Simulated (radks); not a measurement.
Charge is removed step by step from the 4p down level of Zr+, starting from [Ar] 3d10 4s2 4p(up 3, down 3) 4d2 5s1. Method: scalar-relativistic Kohn-Sham, PBEsol, spin-polarised, spherical densities, point nucleus; open shells are filled with parallel spins first (spin-orbit coupling, left out, can overturn this in heavy ions); computed with a radial shooting solver on a logarithmic mesh with Libxc functionals.

| removed (e) | E - E(0) (eV) | eigenvalue (eV) | E minus straight line (eV) |
|---|---|---|---|
| 0 | 0.000 | -38.297 | 0.000 |
| 0.125 | 4.874 | -39.718 | -0.651 |
| 0.25 | 9.927 | -41.170 | -1.123 |
| 0.375 | 15.164 | -42.649 | -1.412 |
| 0.5 | 20.587 | -44.154 | -1.514 |
| 0.625 | 26.200 | -45.683 | -1.427 |
| 0.75 | 32.005 | -47.233 | -1.147 |
| 0.875 | 38.005 | -48.803 | -0.672 |
| 1 | 44.203 | -50.392 | 0.000 |

Removing the whole electron costs 44.203 eV by Delta-SCF, against 38.297 eV from minus the eigenvalue at the starting occupation. Slater's transition state (half an electron removed) gives 44.154 eV. Integrating minus the eigenvalue over the occupation (Janak's theorem) gives 44.217 eV. In this scalar-relativistic scheme the density is built from large components alone, so the theorem holds only approximately. The mean slope of the eigenvalue, de/dn, is 12.1 eV per electron.
